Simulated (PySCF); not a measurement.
Stepwise substitution at one centre (In F-H). Isolated molecules, 0 K electronic values unless said otherwise. Strings in code marks are SMILES.

All values below come from PySCF 2.14.0 with CAM-B3LYP-D3(BJ)/def2-TZVP. All candidates: neutral, multiplicity 1. Delta-SCF ions had no search for a lower state. Excitations are Tamm–Dancoff values on a coarser integration grid. The basis has no diffuse functions, so Rydberg states are missing or too high.

```yaml
vertical ionisation energy (Delta-SCF): 12.71 eV
LUMO: -0.99 eV
S1 excitation (TDA): 6.91 eV
```

Q: Say which member has these values.
A. `[F][InH2]`
B. `[F][InH][F]`
C. `[F][In]([F])[F]`

A: B, `[F][InH][F]`. The others give `[F][InH2]`: 11.39 eV, -1.07 eV, 5.52 eV; `[F][In]([F])[F]`: 14.03 eV, -2.50 eV, 6.40 eV
